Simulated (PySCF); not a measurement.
**Working out the ionisation energy of Rh²⁺**

Rh²⁺ [Kr] 4d7 (4F) → Rh³⁺ [Kr] 4d6 (5D). Computed with PySCF 2.14 in aug-cc-pwCVDZ-PP with ECP28MDF (6s6p5d3f, 70 functions), with scalar relativity through the core potential. Frozen: nothing. Energies in hartree (1 hartree = 27.21139 eV):

```tsv
part	Rh²⁺ (lower)	Rh³⁺ (upper)
UHF	-108.564455	-107.487035
MP2 opposite-spin	-0.285124	-0.254895
MP2 same-spin	-0.131747	-0.123382
```

Question: What does Hartree-Fock give?

Answer: (-107.487035) − (-108.564455) = 1.077420 hartree = 29.318 eV.

Question: What do MP2 and SCS-MP2 (6/5 opposite-spin, 1/3 same-spin) give?

Answer: The opposite-spin parts differ by 0.823 eV and the same-spin parts by 0.228 eV. MP2: 29.318 + (0.823) + (0.228) = 30.369 eV. SCS-MP2: 29.318 + 1.2 × (0.823) + (0.228)/3 = 30.382 eV.

Reference: 31.06 eV (semi-empirical (NIST evaluation); NIST Atomic Spectra Database, ionization energies), between the lowest levels; spin-orbit coupling is absent from the calculation.

A double-zeta basis recovers only part of the correlation energy.

What remains against the reference includes basis incompleteness and correlation beyond second order.
